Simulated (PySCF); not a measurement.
# Two-component Hartree-Fock for Tm³⁺ (thulium, charge +3)

Start: [Xe] 4f12; 4f5/2 filled at m_j = -5/2, -3/2, -1/2, +1/2, +3/2, +5/2; 4f7/2 filled at m_j = -3/2, -1/2, +1/2, +3/2, +5/2, +7/2. Calculated with PySCF 2.14 in x2c-SVPall-2c: generalised Hartree-Fock with the X2C-1e Hamiltonian and a Gaussian nucleus; one run each with spin-orbit coupling (SO) switched off, then screened by Boettger's factors.

```json
{"spinor shell": "1s1/2", "electrons": "2", "ε, spin-free (eV)": "-59723.6", "ε, screened SO (eV)": "-59709.4", "weight of nominal j (screened SO)": "1.000", "rms radius, screened SO (bohr)": "0.0227"}
{"spinor shell": "2s1/2", "electrons": "2", "ε, spin-free (eV)": "-10235.5", "ε, screened SO (eV)": "-10231.0", "weight of nominal j (screened SO)": "1.000", "rms radius, screened SO (bohr)": "0.0918"}
{"spinor shell": "2p1/2", "electrons": "2", "ε, spin-free (eV)": "-9039.7", "ε, screened SO (eV)": "-9735.3", "weight of nominal j (screened SO)": "1.000", "rms radius, screened SO (bohr)": "0.0783"}
{"spinor shell": "2p3/2", "electrons": "4", "ε, spin-free (eV)": "-9039.7", "ε, screened SO (eV)": "-8749.3", "weight of nominal j (screened SO)": "1.000", "rms radius, screened SO (bohr)": "0.0852"}
{"spinor shell": "3s1/2", "electrons": "2", "ε, spin-free (eV)": "-2383.2", "ε, screened SO (eV)": "-2381.8", "weight of nominal j (screened SO)": "1.000", "rms radius, screened SO (bohr)": "0.235"}
{"spinor shell": "3p1/2", "electrons": "2", "ε, spin-free (eV)": "-2014.2", "ε, screened SO (eV)": "-2163.7", "weight of nominal j (screened SO)": "1.000", "rms radius, screened SO (bohr)": "0.227"}
{"spinor shell": "3p3/2", "electrons": "4", "ε, spin-free (eV)": "-2014.2", "ε, screened SO (eV)": "-1950.9", "weight of nominal j (screened SO)": "1.000", "rms radius, screened SO (bohr)": "0.241"}
{"spinor shell": "3d3/2", "electrons": "4", "ε, spin-free (eV)": "-1555.4", "ε, screened SO (eV)": "-1582.8", "weight of nominal j (screened SO)": "1.000", "rms radius, screened SO (bohr)": "0.214"}
{"spinor shell": "3d5/2", "electrons": "6", "ε, spin-free (eV)": "-1555.4", "ε, screened SO (eV)": "-1535.9", "weight of nominal j (screened SO)": "1.000", "rms radius, screened SO (bohr)": "0.218"}
{"spinor shell": "4s1/2", "electrons": "2", "ε, spin-free (eV)": "-524.54", "ε, screened SO (eV)": "-524.13", "weight of nominal j (screened SO)": "1.000", "rms radius, screened SO (bohr)": "0.529"}
{"spinor shell": "4p1/2", "electrons": "2", "ε, spin-free (eV)": "-400.62", "ε, screened SO (eV)": "-435.49", "weight of nominal j (screened SO)": "0.998", "rms radius, screened SO (bohr)": "0.542"}
{"spinor shell": "4p3/2", "electrons": "4", "ε, spin-free (eV)": "-400.62", "ε, screened SO (eV)": "-385.72", "weight of nominal j (screened SO)": "0.999", "rms radius, screened SO (bohr)": "0.573"}
{"spinor shell": "4d3/2", "electrons": "4", "ε, spin-free (eV)": "-232.64", "ε, screened SO (eV)": "-239.78", "weight of nominal j (screened SO)": "0.981", "rms radius, screened SO (bohr)": "0.610"}
{"spinor shell": "4d5/2", "electrons": "6", "ε, spin-free (eV)": "-232.64", "ε, screened SO (eV)": "-227.57", "weight of nominal j (screened SO)": "0.988", "rms radius, screened SO (bohr)": "0.621"}
{"spinor shell": "5s1/2", "electrons": "2", "ε, spin-free (eV)": "-95.624", "ε, screened SO (eV)": "-95.560", "weight of nominal j (screened SO)": "1.000", "rms radius, screened SO (bohr)": "1.31"}
{"spinor shell": "5p1/2", "electrons": "2", "ε, spin-free (eV)": "-63.028", "ε, screened SO (eV)": "-67.937", "weight of nominal j (screened SO)": "0.991", "rms radius, screened SO (bohr)": "1.45"}
{"spinor shell": "4f5/2", "electrons": "6", "ε, spin-free (eV)": "-48.321", "ε, screened SO (eV)": "-49.447", "weight of nominal j (screened SO)": "0.902", "rms radius, screened SO (bohr)": "0.815"}
{"spinor shell": "4f7/2", "electrons": "6", "ε, spin-free (eV)": "-48.321", "ε, screened SO (eV)": "-47.048", "weight of nominal j (screened SO)": "0.917", "rms radius, screened SO (bohr)": "0.832"}
```

Problem. Where does 5p3/2 lie, and what is the 5p spin-orbit splitting (screened SO)?

Solution. At -60.952 eV, 6.985 eV above 5p1/2.

```tsv
quantity	spin-free	screened SO
E (hartree)	-13555.46601	-13567.41246
M_J	6	6
⟨J²⟩	42.009	42.009
⟨L²⟩	30.007	30.188
⟨S²⟩	2.001	2.081
```

Each row is a mean over spinors that exchange with the open shell spreads, by up to 13.719 eV (4d5/2).

Breit and QED terms are absent; they matter most for the inner s and p1/2 levels.

Densities and radii are taken from the X2C orbitals without a picture-change correction, which distorts them close to the nucleus.

Without spin-orbit coupling the j labels of p, d and f shells carry no meaning; the spin-free column gives the mean over the occupied spinors of each nl shell.
